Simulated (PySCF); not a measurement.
MoO₂Br, SMILES [O]=[Mo](=[O])[Br] (connectivity only; charge and spin as stated), neutral, multiplicity 2. Atoms are numbered in the order given.

```xyz
4

Mo     0.0000     0.0000     0.7538
O      0.0000    -1.4110     1.6969
O      0.0000     1.4110     1.6969
Br     0.0000     0.0000    -1.6802
```
Charge 0, spin multiplicity 2.

The structure is a stationary point at PBE-D3(BJ)/def2-SVP. A frequency run showed that this geometry is not a minimum. The multiplicity is an assumed one; other spin states were not compared. The def2 effective core potentials stand for the cores of Mo; spin–orbit coupling is left out.

Level of theory: PySCF 2.14.0 with PBE-D3(BJ)/def2-SVP.

Frequencies are harmonic and unscaled.

Computed normal modes with their intensities:
```csv
mode,ν (cm⁻¹),IR (km/mol),moving atoms (share of kinetic energy)
1,96i,19.2,"O 59 %, Mo 38 %"
2,129,3.1,"O 68 %, Mo 20 %, Br 12 %"
3,238,8.1,"Br 49 %, O 42 %, Mo 9 %"
4,367,9.9,"O 53 %, Mo 34 %, Br 13 %"
5,971,159.5,"O 80 %, Mo 20 %"
6,1001,85.6,"O 89 %, Mo 11 %"
```
